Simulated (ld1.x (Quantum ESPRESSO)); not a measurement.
**Logarithmic derivatives: palladium, TM**

- Element: Pd (Z = 46)
- Generator: ld1.x (Quantum ESPRESSO) 7.5
- Type: norm-conserving Troullier–Martins (Kleinman–Bylander form)
- Functional: PBEsol
- Relativity: fully relativistic
- Frozen core: [Kr]
- Valence charge: 10
- Reference configuration: 4d9 5s0 5p0 (charge +1)
- Partial waves: 5s (bound, empty): rc 2.10 bohr; 5p (bound, empty): rc 3.10 bohr; 4d (bound): rc 1.65 bohr
- Local potential: all-electron potential smoothed inside 3.05 bohr (lloc = -2)
- Core correction: a·sin(br)/r model core inside 1.50 bohr

Open shells are filled in proportion to 2j + 1 (rel_dist='average').

The phase is arctan(r·u′/u) with u = r·R(r), unwrapped; energies in Ry, scanned from -3 to 5 Ry. A pole is an energy at which the radial function vanishes at the test radius. The pseudo phase is shifted by a multiple of π to meet the all-electron one at the reference energy, and phase errors are pseudo minus all-electron; the curves can meet again beyond the range given. Levels narrower than the energy grid can be missing from the lists of poles.

Q: For each channel, where are the poles, and over which energies does the pseudopotential scatter like the atom?

A:

```csv
channel,radius (bohr),reference energy (Ry),"poles, all-electron","poles, pseudo",unbroken range about the reference energy with phases within 0.05 rad,phase error 1 Ry above the reference energy (rad)
s,3.37,-0.81,"-0.12, 4.70","-0.12, 3.98",below 1.8,+0.002
p1/2,3.37,-0.46,0.63,"0.60, 4.13",below 1.6,-0.007
p3/2,3.37,-0.44,0.72,"0.68, 4.04",below 1.5,-0.009
d3/2,3.37,-1.10,"-1.04, 2.26","-1.04, 2.80",below 0.0,+0.040
d5/2,3.37,-1.06,"-1.00, 2.29","-1.00, 2.83",below 0.0,+0.042
```

Phases in the s channel:

```
E (Ry)  all-electron  pseudo
 -3.00         1.359   1.359
 -2.76         1.344   1.344
 -2.52         1.325   1.325
 -2.28         1.300   1.301
 -2.04         1.266   1.266
 -1.80         1.215   1.215
 -1.56         1.127   1.127
 -1.32         0.943   0.944
 -1.08         0.387   0.388
 -0.84        -0.806  -0.806
 -0.60        -1.306  -1.305
 -0.36        -1.481  -1.480
 -0.12        -1.572  -1.571
  0.12        -1.634  -1.632
  0.36        -1.684  -1.682
  0.60        -1.733  -1.730
  0.84        -1.787  -1.783
  1.08        -1.857  -1.850
  1.32        -1.961  -1.948
  1.56        -2.144  -2.119
  1.80        -2.541  -2.487
  2.04        -3.344  -3.275
  2.28        -4.000  -3.982
  2.52        -4.288  -4.292
  2.76        -4.429  -4.441
  3.00        -4.511  -4.527
  3.24        -4.565  -4.586
  3.48        -4.603  -4.631
  3.72        -4.633  -4.670
  3.96        -4.657  -4.709
  4.20        -4.677  -4.760
  4.44        -4.695  -4.862
  4.68        -4.711  -5.604
  4.92        -4.726  -7.573
```
